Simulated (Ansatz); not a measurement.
C2H3B, SMILES `BC#C` (charge 0, multiplicity 1).

All values below come from r2SCAN0/cc-pVTZ // B3LYP-D3(BJ)/def2-TZVP (Ansatz, a first-principles code).

Ansatz 0.2 input:
```yaml
crystal:
  periodic: [false, false, false]
  atoms:
    - { symbol: B, position_ang: [-1.123189, 0.146098, -0.345996] }
    - { symbol: C, position_ang: [0.364237, -0.047668, -0.354105] }
    - { symbol: C, position_ang: [1.563682, -0.20337, -0.363123] }
    - { symbol: H, position_ang: [-1.815346, -0.548299, -1.019458] }
    - { symbol: H, position_ang: [-1.607908, 0.993852, 0.333112] }
    - { symbol: H, position_ang: [2.618516, -0.340618, -0.371412] }
basis:
  gaussian: { orbitals: cc-pVTZ }
hamiltonian:
  xc: r2scan0
```

Output:

```
Functional definition: r2SCAN0
738 factors; their error is unknown
mean field evaluation 1: about -2792.1787 eV, gradient 3.7e1 eV
mean field evaluation 2: about -2792.5320 eV, gradient 3.4e1 eV
mean field evaluation 4: about -2795.3744 eV, gradient 3.8e0 eV
mean field evaluation 8: about -2795.4080 eV, gradient 3.3e-2 eV
mean field -2795.40803637 eV, -102.7293505410 hartree, gradient 1.7e-5 eV, S^2 0.000000; 0 other end points of the search recorded, 0 dependent functions left out
reference -2795.40804420 eV, -102.7293508287 hartree; 10, 10 occupied and 122, 122 virtual orbitals, 738 factors
Total energy: -2795.40804420 eV, -102.7293508287 hartree
```
